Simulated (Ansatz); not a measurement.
Consider the substitution at a C–C bond: `CC1(C)CC1` + `N[SiH2][SiH2]N` → `CN[SiH2][SiH2]N` + `CC1CC1`.

Gas-phase electronic energies from Ansatz, PBE0-D4/def2-TZVP geometries. CCSD(T)/CBS is the MP2 limit (def2-TZVPP, def2-QZVPP) plus CCSD(T) − MP2 in def2-TZVPP, frozen cores. DFT in def2-TZVPP. B3LYP here is the variant with VWN-RPA as its local correlation; programs differ in this. One conformer a species, not always the lowest.

```
         level  ΔE (kcal/mol)
        PBE-D4           11.1
         B3LYP           10.3
 MP2/CBS(def2)           14.0
CCSD/CBS(def2)           12.5
```

Problem. What does CCSD(T)/CBS give? (An estimate is asked.)

Solution. Computed: +12.8 kcal/mol. The listed levels differ from it by -1.7, -2.5, 1.2, -0.3 kcal/mol.

Largest T1 diagnostic among the species: 0.011.

In def2-TZVPP, CCSD(T) changes the Hartree–Fock value by +2.3 kcal/mol (the triples alone add +0.3 kcal/mol) and MP2 by +3.4 kcal/mol.
